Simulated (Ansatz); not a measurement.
Saddle point of Si2H6Cl2, singlet (Si₂H₅Cl ([SiH3][SiH2][Cl]) + HCl → SiH₃Cl ([SiH3][Cl]) + SiH₃Cl ([SiH3][Cl]); bonds formed: Si1–H6, Si2–Cl7; bonds broken: Si1–Si2, H6–Cl7), PBE0-D4/def2-TZVP structure:

Si1  (-0.974, 0.346, -0.889)
Si2  (0.732, -0.656, 0.767)
H3  (-0.902, -0.785, -1.840)
H4  (-0.936, 1.657, -1.574)
Cl5  (-2.651, 0.267, 0.267)
H6  (0.515, 0.799, -0.090)
Cl7  (1.989, 1.578, 0.404)
H8  (0.671, -0.257, 2.183)
H9  (-0.371, -1.666, 0.592)
H10  (1.928, -1.283, 0.179)
(Å)

Energies are electronic, without zero-point energy. Barriers and step energies count from the start structure reached by relaxing down the imaginary mode; all methods use the PBE0-D4 structures, on which another method's saddle can fall below an end. Computed with Ansatz 0.2.0 (basis: def2-TZVPP, with def2-QZVPP for the basis limit); correlated methods freeze the cores. B3LYP uses VWN-RPA correlation. Extrapolation: Hartree–Fock as exp(−7.88 √X), correlation as X^−2.97.

```csv
method,barrier (kJ/mol),step energy (kJ/mol)
SPW92,?,-78.5
PBE-D4,132.8,-79.8
BLYP-D4,146.5,-91.3
r2SCAN-D4,142.8,-93.2
B97M-V,162.3,-90.8
PBE0-D4,151.6,-86.2
B3LYP-D4,160.9,-95.7
r2SCAN0-D4,156.4,-96.2
BHLYP-D4,181.5,-103.7
CAM-B3LYP-D4,173.7,-98.8
wB97X-V,176.1,-96.5
wB97M-V,166.3,-101.7
B2PLYP,?,-98.3
PBE-QIDH,?,-95.4
RPA on PBE,181.6,-93.5
HF,234.8,-112.7
MP2,168.7,-104.1
CCSD,191.7,-95.6
CCSD(T),180.0,-93.8
```

(1) Fill in the withheld barriers. (To be estimated.)

T1 diagnostic: at most 0.013.

## Answers

(1) By the calculation: B2PLYP 170.8; SPW92 107.8; PBE-QIDH 166.2 kJ/mol. Each is the energy of the saddle less that of the start structure, by the same method.

For comparison, the barrier by CCSD(T) at an estimated basis limit (MP2 extrapolated from triple and quadruple zeta, plus CCSD(T) − MP2 in triple zeta) is 170.0 kJ/mol.

Labels in which every atom is bracketed show which atoms are joined, not bond orders.

For scale, one of the runs: CCSD(T)/def2-TZVPP, 252 basis functions, launched by `ansatz run in.yaml --threads 4 --pin off --events-out ev --progress --plain --max-ram 9574MiB`. The run took 93 s on 4 CPU threads of an Intel Xeon (shared host), with 4.7 GiB of host memory at its peak.
